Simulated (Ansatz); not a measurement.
Cost and result for the atomization energy of CH$_{4}$BrGe, SMILES `[CH3][GeH][Br]` radical (7 atoms, 6 bonds).

Total charge 0; spin multiplicity 2. Correlated methods include outer-core shells of Br, Ge, which these sets cover unevenly. Scalar relativity is left out up to krypton. The structure was optimised at the PBE0-D4/def2-TZVP level. Program: Ansatz. All runs use 4 threads of an AMD EPYC 9R45 on a shared host. Times are those of one run each, without the atoms' runs, and a repeat can differ threefold. Electronic energies, without spin–orbit coupling; frozen cores. CCSD(T)/CBS adds CCSD(T) − MP2 in def2-TZVPP to the MP2 limit, and its time is that of the two runs behind it. T1 = 0.011; ⟨S²⟩ of the reference is 0.76. With those shells the extrapolation isn't a true limit. B3LYP takes the VWN-RPA correlation (the form of Gaussian; ORCA's B3LYP/G).

CCSD(T)/CBS is a level of theory with its own doubt, some kJ/mol a heavy atom from the limit and from the frozen cores, so smaller differences don't rank the functionals.

```tsv
level	functions	wall time
BLYP-D4/def2-TZVPP	183	0.85 s
PBE-D4/def2-TZVPP (with forces)	183	1 s
B3LYP-D4/def2-TZVPP (with forces)	183	1.6 s
r2SCAN-D4/def2-TZVPP (with forces)	183	1.8 s
PBE-QIDH/def2-TZVPP	183	1.8 s
B2PLYP/def2-TZVPP	183	2.7 s
B97M-V/def2-TZVPP	183	2.9 s
ωB97X-V/def2-TZVPP	183	3.2 s
ωB97M-V/def2-TZVPP (with forces)	183	4.3 s
CCSD(T)/def2-SVP	98	4.9 s
MP2/def2-QZVPP	355	7 s
CCSD(T)/def2-TZVPP	183	66 s
CCSD(T)/CBS(def2)	–	73 s
```

Question: What atomization energy does each give, and how far from CCSD(T)/CBS? (Estimate.)

Answer: The calculation gave: 
```json
{"level": "BLYP-D4/def2-TZVPP", "atomization (kcal/mol)": "506.2", "difference from CCSD(T)/CBS": "-6.4", "per bond": "-1.1"}
{"level": "PBE-D4/def2-TZVPP (with forces)", "atomization (kcal/mol)": "517.6", "difference from CCSD(T)/CBS": "5.0", "per bond": "0.8"}
{"level": "B3LYP-D4/def2-TZVPP (with forces)", "atomization (kcal/mol)": "509.9", "difference from CCSD(T)/CBS": "-2.7", "per bond": "-0.5"}
{"level": "r2SCAN-D4/def2-TZVPP (with forces)", "atomization (kcal/mol)": "517.0", "difference from CCSD(T)/CBS": "4.4", "per bond": "0.7"}
{"level": "PBE-QIDH/def2-TZVPP", "atomization (kcal/mol)": "511.2", "difference from CCSD(T)/CBS": "-1.4", "per bond": "-0.2"}
{"level": "B2PLYP/def2-TZVPP", "atomization (kcal/mol)": "505.0", "difference from CCSD(T)/CBS": "-7.6", "per bond": "-1.3"}
{"level": "B97M-V/def2-TZVPP", "atomization (kcal/mol)": "515.1", "difference from CCSD(T)/CBS": "2.5", "per bond": "0.4"}
{"level": "ωB97X-V/def2-TZVPP", "atomization (kcal/mol)": "512.7", "difference from CCSD(T)/CBS": "0.1", "per bond": "0.0"}
{"level": "ωB97M-V/def2-TZVPP (with forces)", "atomization (kcal/mol)": "509.3", "difference from CCSD(T)/CBS": "-3.3", "per bond": "-0.6"}
{"level": "CCSD(T)/def2-SVP", "atomization (kcal/mol)": "481.7", "difference from CCSD(T)/CBS": "-30.9", "per bond": "-5.2"}
{"level": "MP2/def2-QZVPP", "atomization (kcal/mol)": "511.0", "difference from CCSD(T)/CBS": "-1.6", "per bond": "-0.3"}
{"level": "CCSD(T)/def2-TZVPP", "atomization (kcal/mol)": "502.2", "difference from CCSD(T)/CBS": "-10.4", "per bond": "-1.7"}
{"level": "CCSD(T)/CBS(def2)", "atomization (kcal/mol)": "512.6", "difference from CCSD(T)/CBS": "0.0", "per bond": "0.0"}
```

Leaving LDA and LC-ωPBE aside and taking each functional with its dispersion term where it has one, the values, not all of them listed here, spread over 17.0 kcal/mol, from BHLYP-D4 to PBE-D4. LDA lies +66.0 kcal/mol from PBE without D4, its usual overbinding. At CCSD(T), def2-SVP lies −30.9 kcal/mol from the extrapolated value and def2-TZVPP −10.4 kcal/mol: correlation converges slowly with the basis, and small sets miss more of it in the bonded molecule than in its fragments. The D4 term adds +5.3 kcal/mol with B3LYP and +2.7 kcal/mol with PBE0; it sums over pairs of atoms, weighted by their polarisabilities, and B3LYP, whose exchange is more repulsive, gets the larger term.
